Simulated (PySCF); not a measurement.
Sb(SiH3)(TeH)2 (H5SbSiTe2), SMILES [SiH3][Sb]([TeH])[TeH]. Atoms are numbered in the order given.

```xyz
9

Sb     0.2416    -0.1633     1.0331
Si     2.4448    -0.7868    -0.1685
H      2.7652    -2.2123     0.1385
H      3.5295     0.1043     0.3400
H      2.3084    -0.6131    -1.6470
Te     0.1789     2.2689    -0.3171
H     -0.8456     2.9099     0.8304
Te    -1.1764    -1.8634    -0.6527
H     -2.4373    -1.9319     0.4348
```

Coordinates come from a PBE0-D3(BJ)/def2-SVP optimisation. The def2 effective core potentials stand for the cores of Sb, Te; spin–orbit coupling is left out.

The numbers are results of TDA-PBE/def2-SVPD in PySCF, not measurements.

Vertical excitations. The molecule is in vacuum.

Computed UV-visible absorptions:
```json
[
 {"state": "S1", "energy (eV)": "2.92", "λ (nm)": "425", "f": "0.038", "main pairs": "HOMO→LUMO 92 %"},
 {"state": "S2", "energy (eV)": "3.03", "λ (nm)": "409", "f": "0.000", "main pairs": "HOMO−1→LUMO 77 %, HOMO→LUMO+1 22 %"},
 {"state": "S3", "energy (eV)": "3.17", "λ (nm)": "391", "f": "0.009", "main pairs": "HOMO→LUMO+1 77 %, HOMO−1→LUMO 21 %"},
 {"state": "S4", "energy (eV)": "3.67", "λ (nm)": "338", "f": "0.011", "main pairs": "HOMO→LUMO+2 60 %, HOMO−1→LUMO+1 34 %"},
 {"state": "S5", "energy (eV)": "3.78", "λ (nm)": "328", "f": "0.077", "main pairs": "HOMO−1→LUMO+1 48 %, HOMO→LUMO+2 38 %"},
 {"state": "S6", "energy (eV)": "3.99", "λ (nm)": "310", "f": "0.001", "main pairs": "HOMO−1→LUMO+2 55 %, HOMO→LUMO+3 43 %"},
 {"state": "S7", "energy (eV)": "4.08", "λ (nm)": "304", "f": "0.002", "main pairs": "HOMO→LUMO+3 42 %, HOMO−1→LUMO+2 40 %, HOMO−2→LUMO 12 %"},
 {"state": "S8", "energy (eV)": "4.12", "λ (nm)": "301", "f": "0.003", "main pairs": "HOMO→LUMO+4 93 %"},
 {"state": "S9", "energy (eV)": "4.15", "λ (nm)": "299", "f": "0.033", "main pairs": "HOMO−2→LUMO 76 %"},
 {"state": "S10", "energy (eV)": "4.36", "λ (nm)": "285", "f": "0.000", "main pairs": "HOMO−1→LUMO+3 91 %"},
 {"state": "T1", "energy (eV)": "2.41", "λ (nm)": "514", "f": "0", "main pairs": "HOMO→LUMO 100 %"},
 {"state": "T2", "energy (eV)": "2.73", "λ (nm)": "454", "f": "0", "main pairs": "HOMO−1→LUMO 97 %"},
 {"state": "T3", "energy (eV)": "2.91", "λ (nm)": "426", "f": "0", "main pairs": "HOMO→LUMO+1 97 %"},
 {"state": "T4", "energy (eV)": "3.12", "λ (nm)": "397", "f": "0", "main pairs": "HOMO−1→LUMO+1 98 %"}
]
```
Triplets are in the Tamm–Dancoff approximation.
